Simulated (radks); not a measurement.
The numbers below are computed, except where a source is named.
Charge is removed step by step from the 2p3/2 level of the barium ion Ba+, starting from [He] 2s2 2p(1/2: 2, 3/2: 4) 3s2 3p6 3d10 4s2 4p6 4d10 5s2 5p6 6s1. Level of theory: Dirac Kohn-Sham, PBE, spin-unpolarised, spherical densities, finite nucleus; Fermi nuclear charge, rms radius 4.8378 fm (a radial shooting solver on a logarithmic mesh with Libxc functionals).

removed (e)  E - E(0) (eV)  eigenvalue (eV)  E minus straight line (eV)
0                    0.000          -5164.6                       0.000
0.125               646.85          -5184.9                      -8.950
0.25                1296.2          -5205.3                     -15.358
0.375               1948.2          -5225.7                     -19.215
0.5                 2602.7          -5246.2                     -20.516
0.625               3259.7          -5266.8                     -19.252
0.75                3919.4          -5287.4                     -15.416
0.875               4581.6          -5308.0                      -9.001
1                   5246.4          -5328.8                       0.000

Removing the whole electron costs 5246.4 eV by Delta-SCF, against 5164.6 eV from minus the eigenvalue at the starting occupation. Slater's transition state (half an electron removed) gives 5246.2 eV. Integrating minus the eigenvalue over the occupation (Janak's theorem) gives 5246.4 eV. The mean slope of the eigenvalue, de/dn, is 164 eV per electron.
